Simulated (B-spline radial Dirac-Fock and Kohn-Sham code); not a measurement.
## Electron momentum distribution of Hf³⁴⁺: Compton profiles

System: the Hf³⁴⁺ ion in the configuration 1s2 2s2 2p6 3s2 3p6 3d10 4s2 4p6 4d2.

Level of theory: the impulse approximation on Dirac-Fock orbitals of the configuration average with a finite nucleus; a radial atomic solver. pz is in atomic units of momentum; subshell profiles are per electron, for a selection of subshells; open shells are spread over both j values by their weights.

```csv
pz,J total,J 3s1/2,J 3p1/2,J 3p3/2,J 4d5/2
0,2.018,0.0810,0.0478,0.0506,0.0725
0.4,2.011,0.0806,0.0478,0.0506,0.0725
0.5,2.008,0.0804,0.0478,0.0506,0.0725
0.6,2.003,0.0801,0.0478,0.0506,0.0725
0.8,1.992,0.0794,0.0477,0.0506,0.0725
1,1.977,0.0785,0.0477,0.0506,0.0725
1.2,1.959,0.0774,0.0477,0.0506,0.0725
1.4,1.937,0.0761,0.0477,0.0505,0.0724
1.6,1.912,0.0747,0.0477,0.0505,0.0724
1.8,1.884,0.0731,0.0476,0.0504,0.0723
2,1.853,0.0713,0.0476,0.0504,0.0722
2.5,1.763,0.0664,0.0473,0.0500,0.0714
3,1.659,0.0609,0.0469,0.0495,0.0699
4,1.431,0.0490,0.0455,0.0476,0.0632
5,1.215,0.0372,0.0429,0.0444,0.0515
7,0.9047,0.0189,0.0347,0.0345,0.0241
10,0.6382,0.00761,0.0195,0.0177,0.00542
15,0.3426,0.00622,0.00466,0.00385,0.00368
20,0.1915,0.00405,0.00189,0.00211,0.00215
30,0.07434,0.000604,0.00158,0.00161,0.000367
40,0.03449,0.000205,0.000833,0.000707,6.23e-05
60,0.01071,0.000161,0.000168,0.000109,3.09e-06
100,0.002046,3.82e-05,1.23e-05,5.14e-06,< 1e-6
```

J(0) = 2.018. The 4p3/2 subshell gives the largest part, 19 %.

Mean momentum ⟨p⟩ by subshell (a.u.): 1s1/2 74.0, 2s1/2 26.4, 2p1/2 34.9, 2p3/2 31.1, 3s1/2 13.5, 3p1/2 16.1, 3p3/2 15.0, 3d3/2 18.0, 3d5/2 17.6, 4s1/2 7.98, 4p1/2 8.93, 4p3/2 8.55, 4d3/2 9.65, 4d5/2 9.52.

Values without a named source are computed, but for edge energies of neutral atoms, which are taken from tables.
